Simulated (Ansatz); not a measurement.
Basis-set series for C2H7SSi, SMILES `C[Si](C)S` radical. The species carries charge 0 and has multiplicity 2. All single points use the PBE0-D4/def2-TZVP geometry. It is one conformer, not always the lowest.

```tsv
functional	basis	functions	energy (Eh)	HOMO (eV)	LUMO (eV)
PBE0-D4	def2-SVP	99	-767.48681	-5.32	-1.79
PBE0-D4	def2-QZVPP	464	-767.84468	-5.43	-1.92
ωB97M-V	def2-SVP	99	-767.73164	-7.03	-0.19
ωB97M-V	def2-QZVPP	464	-768.09442	-7.17	-0.44
```

Q: Give the rows for def2-TZVPP. (An estimate is asked.)

A: Computed: 
| functional | basis | functions | energy (Eh) | HOMO (eV) | LUMO (eV) |
| --- | --- | --- | --- | --- | --- |
| PBE0-D4 | def2-TZVPP | 244 | -767.81793 | -5.40 | -1.87 |
| ωB97M-V | def2-TZVPP | 244 | -768.06869 | -7.13 | -0.34 |

HOMO and LUMO are taken over both spins.
